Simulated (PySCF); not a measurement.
Two species compared at the same levels of theory.

First species: C₅H₃FOS.
SMILES: `O=C1C=CSC=C1F`

Second species: H9NOSi3.
SMILES: `N[SiH2][SiH2]O[SiH3]`

Levels: B3LYP/def2-SVPD for dipole moment, HOMO energy, LUMO energy, HOMO–LUMO gap, static isotropic polarisability and electronic spatial extent ⟨r²⟩ about the centre of nuclear charge; TDDFT B3LYP/def2-SVPD for lowest singlet excitation; TDA B3LYP/def2-SVPD for lowest triplet excitation (Tamm–Dancoff); GFN2-xTB for rotational constant A and rotational constant C. Geometries: GFN2-xTB. Each species is one conformer at its optimised geometry, gas phase, non-relativistic unless stated. Electronic properties by PySCF.

Dipoles, sizes and rotational constants follow the conformer. The torsions of the flexible species, by atom-mapped SMILES:
- `[NH2:1][SiH2:2][SiH2:3][O:4][SiH3:5]`: N1–Si2–Si3–O4 -176°, H–N1–Si2–Si3 175°, H–N1–Si2–Si3 -47°

```
                                                         property    column X    column Y
                                                    dipole moment      1.08 D      5.11 D
                                                      HOMO energy    -7.11 eV    -7.02 eV
                                                      LUMO energy    -0.97 eV    -2.18 eV
                                                    HOMO–LUMO gap     6.14 eV     4.84 eV
                                        lowest singlet excitation     5.13 eV     3.74 eV
                         lowest triplet excitation (Tamm–Dancoff)     4.86 eV     3.07 eV
                                  static isotropic polarisability     92.7 au     81.7 au
electronic spatial extent ⟨r²⟩ about the centre of nuclear charge  1375 bohr²  1008 bohr²
                                            rotational constant A   7.336 GHz   3.000 GHz
                                            rotational constant C   0.839 GHz   1.050 GHz
```

**Question.** Which column belongs to which species?

**Answer.** Column X is the second species and column Y the first. The first has 11 atoms and 66 electrons, the second 14 and 66.

**Question.** How does each property change from the first species to the second?

**Answer.** dipole moment -4.03 D; HOMO energy -0.09 eV; LUMO energy +1.21 eV; HOMO–LUMO gap +1.30 eV; lowest singlet excitation +1.39 eV; lowest triplet excitation (Tamm–Dancoff) +1.79 eV; static isotropic polarisability +11.0 au; electronic spatial extent ⟨r²⟩ about the centre of nuclear charge +367 bohr²; rotational constant A +4.336 GHz; rotational constant C -0.211 GHz.

On the first: In atomic units the dipole is 2.01 e·bohr (1 au = 2.5417 D). The vertical singlet–triplet gap S1 − T1 is 0.67 eV (TDDFT singlet less Tamm–Dancoff triplet; S1: HOMO−1→LUMO, weight 0.99; T1: HOMO→LUMO, weight 0.96).

On the second: No computed singlet falls in the visible range (750 to 380 nm, 1.65 to 3.26 eV); S1 lies 1.87 eV above its blue end. The 8 singlets span 5.13 to 7.18 eV, and their oscillator strengths add up to 0.11.
